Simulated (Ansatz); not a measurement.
System: CH2Cl3Si (charge -1, singlet). It need not be the lowest isomer of its formula. Whether it binds its extra electron was not tested at this geometry. 
Geometry from a B3LYP-D3(BJ)/def2-TZVP (Ansatz, a first-principles code) optimisation:
SMILES: [CH2-][Si](Cl)(Cl)Cl
```xyz
7

C     -2.1750    -0.2996     0.0744
Si    -0.4748    -0.0479     0.0122
Cl     0.4916    -1.2249    -1.4568
Cl     0.4886     1.8544    -0.4277
Cl     0.5000    -0.4660     1.8431
H     -2.7300     0.0505     0.9385
H     -2.7345    -0.3615    -0.8531
```
Charge -1, spin multiplicity 1.

Basis-set convergence of Hartree-Fock and CCSD correlation energies (hartree) with Ansatz. Correlated levels leave the core frozen unless marked. No spin-orbit coupling. No relativistic terms. This anion needs diffuse functions, which these sets lack.

| basis | functions | E(HF) | E(corr, CCSD) |
|---|---|---|---|
| cc-pV(D+d)Z | 116 | -1706.63817 | -0.70294 |
| cc-pV(T+d)Z | 214 | [?] | [?] |

Problem. Complete the blanks.

Solution. 
- cc-pV(T+d)Z, E(HF): -1706.71523
- cc-pV(T+d)Z, E(corr, CCSD): -0.92378
